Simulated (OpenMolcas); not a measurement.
Ru5+ among 5 point charges of -2 e arranged as a square pyramid (C4v), 2.14 Å from the ion, with the axial distance 1.862 Å.
```
   2.1400    0.0000    0.0000  -2.00
   0.0000    2.1400    0.0000  -2.00
  -2.1400    0.0000    0.0000  -2.00
   0.0000   -2.1400    0.0000  -2.00
   0.0000    0.0000    1.8618  -2.00
```

- Program: OpenMolcas
- Method: SS-CASPT2, IPEA 0.25 Eh, imaginary shift 0.1 Eh (closed shells correlated: 4s 4p)
- Basis: ANO-RCC-VTZP [7s6p4d2f1g]
- Scalar Hamiltonian: DKH2, point nucleus
- Active space: 3 electrons in 5 orbitals (4d)
- State averaging: 2S+1 = 4 even, 10 roots; 2S+1 = 2 even, 40 roots
- Spin-orbit coupling: RASSI with atomic mean-field integrals over the reference wave functions

What is the spin-free ground state?

A state of multiplicity 4, 1-fold in its orbital part, 100 % from free-ion F terms; it has the highest spin that d3 allows.

Where is the first state of the same spin?

A 2-fold state lies at 2510 cm-1 above the ground state.

What are the lowest two levels with spin-orbit coupling?

A 2-fold level with g = 0.88, 2.02, 2.02, then a 2-fold level 320 cm-1 above it. Their leading multiplicities are 4 (98 %) and 4 (99 %).

What is χT at 300 K, and how does it compare with the textbook value?

The lowest level has 2S+1 = 4, for which the spin-only value is χT = S(S+1) / 2 = 1.875 cm3 K/mol (g = 2). The computed 0.472 at 300 K differs by -1.403, through orbital momentum, spin-orbit coupling and any other state in reach.

Spin-orbit coupling mixes the spin-free states strongly: the lowest level takes only 66 % from its leading state, an unlabelled state of the same spin as most of the rest. Free-ion shares, where given, are those of the reference states; single-state CASPT2 does not remix them. Point charges carry no covalency, so the field is a model and not that of real ligands. An unlabelled pair can be two single states that coincide in this model. No measured value stands beside these numbers.
